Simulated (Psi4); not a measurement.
A dimer, H2 ··· HBr (SMILES [H][H] and Br); the first 2 atoms form monomer A.

```
4

H      0.3719     0.0000     0.0000
H     -0.3719     0.0000     0.0000
Br     0.0141     2.7091     3.0128
H      0.0043     1.7642     1.9464
```

Q: What interaction energy does SAPT0/jun-cc-pVDZ, frozen core (Psi4) give, and which attractive term is the largest?

A: Total -0.23 kcal/mol: electrostatics -0.36, exchange 0.44, induction -0.11, dispersion -0.20. The most attractive term is electrostatics.
